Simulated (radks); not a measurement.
Q: The copper ion Cu+, [Ar] 3d10. Method: non-relativistic Kohn-Sham, LDA (Slater exchange, Perdew-Wang correlation), spin-polarised, spherical densities, point nucleus; computed with a radial shooting solver on a logarithmic mesh with Libxc functionals. Every spin shell is full or empty, so the densities are truly spherical. Functionals are evaluated on that one density, not self-consistently. Rank these orbital-free kinetic functionals by their error against the exact value of the orbitals, and give that value: Thomas-Fermi, TF + vW/9, LC94, APBEK, revAPBEK, Perdew 92, Thakkar, Pearson, DePristo-Kress, Ernzerhof.

A: Exact: 1635.70 hartree. From best to worst, with 100 (|E| - |E exact|)/|E exact| (equal figures are ties): APBEK -0.07, LC94 -0.16, revAPBEK +0.18, DePristo-Kress -0.24, Ernzerhof -0.53, Thakkar -0.59, Perdew 92 -0.91, TF + vW/9 -0.92, Pearson -1.36, Thomas-Fermi -6.46.
